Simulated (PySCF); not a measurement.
Species: `CC[C@@H](C)[C@@H](C)F`. The columns A, B, C and D hold Mulliken, IAO, Hirshfeld and ESP-fitted charges (e) of one PBE0/pcSseg-1 density (PySCF), in a shuffled order. Coordinates in Å (GFN2-xTB); the density's dipole moment is (-1.32, -1.23, -0.50) D.

```
atom       x       y       z       A       B       C       D
  C1  -1.625  -1.103   0.341  -0.118  -0.419  -0.280  -0.174
  C2  -1.028  -0.259  -0.780  -0.064  -0.252  -0.233  +0.001
  C3   0.050   0.738  -0.333  -0.029  -0.113  -0.351  +0.169
  C4  -0.530   1.835   0.561  -0.124  -0.422  -0.207  -0.510
  C5   1.234   0.062   0.372  +0.069  +0.188  +0.157  +0.468
  C6   1.899  -1.044  -0.433  -0.127  -0.436  -0.239  -0.536
  F7   2.193   1.038   0.615  -0.117  -0.342  -0.348  -0.318
  H8  -2.401  -1.751  -0.061  +0.043  +0.144  +0.119  +0.056
  H9  -0.870  -1.729   0.809  +0.037  +0.131  +0.109  +0.025
 H10  -2.075  -0.475   1.105  +0.039  +0.138  +0.114  +0.048
 H11  -0.614  -0.920  -1.544  +0.035  +0.129  +0.120  -0.011
 H12  -1.831   0.313  -1.253  +0.039  +0.134  +0.119  +0.017
 H13   0.453   1.215  -1.234  +0.036  +0.133  +0.119  -0.010
 H14  -0.905   1.421   1.494  +0.036  +0.131  +0.104  +0.116
 H15  -1.346   2.343   0.052  +0.040  +0.137  +0.111  +0.135
 H16   0.238   2.566   0.799  +0.037  +0.153  +0.129  +0.126
 H17   0.942  -0.301   1.366  +0.036  +0.125  +0.094  -0.014
 H18   2.824  -1.338   0.058  +0.045  +0.155  +0.129  +0.141
 H19   1.249  -1.910  -0.502  +0.046  +0.143  +0.118  +0.143
 H20   2.136  -0.690  -1.434  +0.043  +0.145  +0.116  +0.129
```

Which column most likely holds the ESP-fitted charges?

D. Σ q r misses the density's dipole by 0.04 D (D), 0.75 D (A), 1.01 D (B), 1.53 D (C). Charges fitted to the outside potential are the only set here that is tied to the molecule's multipoles.

And the Hirshfeld charges?

A. The mean sizes are 0.058 e (A), 0.157 e (D), 0.166 e (C), 0.198 e (B), and Hirshfeld charges are commonly the smallest of these schemes.

As computed, A = Hirshfeld, B = IAO, C = Mulliken, D = ESP-fitted. Hydrogens on carbon: Hirshfeld +0.04 to +0.05, IAO +0.13 to +0.15, Mulliken +0.09 to +0.13, ESP-fitted -0.01 to +0.14 e.

The Hirshfeld scheme divides the density at each point in proportion to the densities of the neutral, spherically averaged free atoms. The Mulliken scheme counts on each atom the diagonal of the density matrix times the overlap matrix over that atom's basis functions.

The structure is a single GFN2-xTB conformer in the gas phase; no vibrational or solvent corrections.

Conformer computed: `[CH3:1][CH2:2][C@@H:3]([CH3:4])[C@@H:5]([CH3:6])[F:7]`: C1–C2–C3–C4 -67°, C2–C3–C5–C6 55°.
